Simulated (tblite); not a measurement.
C₇H₁₄N₂Si.
Geometry (GFN2-xTB, Å), atoms numbered from 1 in this order:
```
atom  x, y, z in Å
C1    -2.4534    1.8606    0.1529
C2    -1.6620    0.8100   -0.1041
Si3   -2.2547   -0.9420    0.3533
N4    -1.1023   -1.9021    1.2121
N5    -0.3620    0.9558   -0.5472
C6     0.2551    2.2537   -0.6306
C7     0.2965   -0.0798   -1.3116
C8     1.4342   -0.6339   -0.5869
C9     2.3530   -1.0510    0.0611
C10    3.4616   -1.5818    0.8259
H11   -3.4361    1.7052    0.5589
H12   -2.1783    2.8853   -0.0305
H13   -2.5852   -1.7279   -0.8455
H14   -3.4029   -0.8246    1.2472
H15   -0.9081   -1.6461    2.1672
H16   -0.2329   -2.1304    0.7543
H17   -0.0732    2.8238   -1.5115
H18    1.3369    2.1249   -0.6798
H19    0.0191    2.8292    0.2645
H20   -0.4082   -0.8841   -1.5361
H21    0.6488    0.3317   -2.2702
H22    3.0936   -2.0561    1.7358
H23    4.0020   -2.3217    0.2356
H24    4.1467   -0.7791    1.0985
```

Method: GFN2-xTB as coded in tblite; computed harmonic values from a numerical Hessian at the method's own geometry, unscaled. This tight-binding method is rough: wavenumbers can miss measured ones by several per cent, in bad cases by 10 to 20. Modes of hydrogen on silicon can be 10 to 20 % off. One conformer, not necessarily the lowest.

Harmonic wavenumbers (cm⁻¹): 26.4, 26.7, 40.5, 76.8, 87.1, 133.0, 143.8, 171.1, 187.8, 198.7, 253.8, 280.6, 300.3, 351.8, 370.1, 409.0, 424.0, 464.4, 521.2, 574.2, 616.0, 662.1, 690.8, 734.6, 778.1, 789.6, 798.6, 842.2, 863.2, 893.2, 939.7, 1024.8, 1029.9, 1039.9, 1094.7, 1112.6, 1189.3, 1196.1, 1250.2, 1308.2, 1356.9, 1391.3, 1406.1, 1433.8, 1442.3, 1457.0, 1458.1, 1487.7, 1502.4, 1535.5, 1630.8, 2178.1, 2278.5, 2406.7, 2851.1, 2871.7, 2965.7, 2998.5, 2999.4, 3001.5, 3002.7, 3009.0, 3101.5, 3134.5, 3459.7, 3494.0.

A = 1451, B = 760.0, C = 554.9 MHz; mass 154.093 u (most abundant isotopes); point group C1, symmetry number 1.

What is the zero-point energy?

½Σν̃ = 41875 cm⁻¹ = 500.93 kJ/mol.

Entropy at 298.15 K, 1 bar (ideal gas, RRHO, classical rotation)?

Translation 171.68, rotation 128.20, vibration 214.99: S = 514.9 J/(mol K).

And Cp and H(298.15 K) − H(0)?

Cp = 221.22 J/(mol K), of which vibrations give 187.96 (their classical limit is 66 R = 548.8); H(298.15 K) − H(0) = 40.78 kJ/mol without the zero-point energy, 30.86 from vibrations.

How do the functions run with temperature in this model?

```json
{"T (K)": "100", "S (J/(mol K))": "341.9", "Cp (J/(mol K))": "111.7", "H − H(0) (kJ/mol)": "7.47", "G − H(0) (kJ/mol)": "-26.72", "ln q(vib)": "4.44"}
{"T (K)": "200", "S (J/(mol K))": "437.5", "Cp (J/(mol K))": "169.2", "H − H(0) (kJ/mol)": "21.59", "G − H(0) (kJ/mol)": "-65.91", "ln q(vib)": "9.17"}
{"T (K)": "300", "S (J/(mol K))": "516.3", "Cp (J/(mol K))": "222.2", "H − H(0) (kJ/mol)": "41.19", "G − H(0) (kJ/mol)": "-113.69", "ln q(vib)": "13.49"}
{"T (K)": "500", "S (J/(mol K))": "651.8", "Cp (J/(mol K))": "311.3", "H − H(0) (kJ/mol)": "95.01", "G − H(0) (kJ/mol)": "-230.88", "ln q(vib)": "21.40"}
{"T (K)": "800", "S (J/(mol K))": "818.8", "Cp (J/(mol K))": "399.1", "H − H(0) (kJ/mol)": "202.67", "G − H(0) (kJ/mol)": "-452.39", "ln q(vib)": "32.00"}
{"T (K)": "1000", "S (J/(mol K))": "912.3", "Cp (J/(mol K))": "438.4", "H − H(0) (kJ/mol)": "286.62", "G − H(0) (kJ/mol)": "-625.71", "ln q(vib)": "38.35"}
```

q(vib) and H(0) count from the zero-point level.

Which modes carry the vibrational entropy at 298.15 K?

26.4 cm⁻¹: 25.45; 26.7 cm⁻¹: 25.36; 40.5 cm⁻¹: 21.90; 76.8 cm⁻¹: 16.61; 87.1 cm⁻¹: 15.58; 133.0 cm⁻¹: 12.14 J/(mol K); the other 60 give 97.94 together.

Blend soft modes into free rotors: weight 1/[1 + (100 cm⁻¹/ν̃)⁴] for the oscillator and the rest for a rotor with moment μB/(μ + B), μ = h/(8π²ν), B = 10⁻⁴⁴ kg m². What vibrational entropy results?

188.07 J/(mol K) in place of 214.99, which changes −T·S at 298.15 K by +8.03 kJ/mol.

What must be added to the electronic energy to get the Gibbs energy at 298.15 K and 1 bar?

ZPE + [H(298.15 K) − H(0)] − T·S = 500.93 + 40.78 − 153.51 = 388.20 kJ/mol.

Hindered rotation and anharmonicity are outside this model. Other conformers, if any are populated, would add a mixing term that is left out. The structure is chiral; the term R ln 2 for an equal mix with its mirror image is left out.
